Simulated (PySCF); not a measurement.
H₂Sb, SMILES [SbH2-], charge -1.

Geometry optimised at r2SCAN-D4/def2-TZVPD. The def2 effective core potentials stand for the cores of Sb; spin–orbit coupling is left out.

Level of theory: ωB97X/def2-TZVPD in PySCF.

Symmetry labels are those of the subgroup C2v that the program uses (full group C2v).

Question: List the valence orbital energies around the gap with their symmetry. (The exact figures need the calculation; the answer reports its results.)

Answer: 
```
orbital  symmetry  energy (eV)
-------  --------  -----------
HOMO−7         A1       -31.64
HOMO−6         A2       -31.48
HOMO−5         B1       -31.40
HOMO−4         A1       -31.40
HOMO−3         A1       -12.04
HOMO−2         B2        -5.85
HOMO−1         A1        -4.14
HOMO           B1        -1.29
LUMO           A1         5.78
LUMO+1         B2         6.56
LUMO+2         A1         7.50
LUMO+3         A1         7.72
```
